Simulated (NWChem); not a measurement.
System: BHOBrF; SMILES OB(Br)F

```xyz
5

B      0.0173    -0.9473     0.0000
F     -1.1333    -1.6126     0.0000
Br    -0.0182     0.9837     0.0000
O      1.2060    -1.5792     0.0000
H      1.1026    -2.5449     0.0000
```
Atoms are numbered in this order, from 1.

All runs: NWChem. Structure relaxed at the B3LYP/6-31G* (spherical d) level. Vertical excitations in the gas phase; the lowest state need not have the same character in each row.

For level Hartree-Fock/def2-SVPD, CIS:

| Property | Value |
|---|---|
| lowest excitation, singlet (eV) | 8.50 |
| oscillator strength of that lowest state | 0.056 |
| lowest state with f > 0.02, singlet (eV) | 8.50 |
| oscillator strength of that bright state | 0.056 |
| orbital gap (eV) | 13.18 |

How do the values read with level PBE/def2-SVPD, TDA instead?


* **lowest excitation, singlet (eV)**: 6.35
* **oscillator strength of that lowest state**: 0.020
* **lowest state with f > 0.02, singlet (eV)**: 7.19
* **oscillator strength of that bright state**: 0.110
* **orbital gap (eV)**: 6.28
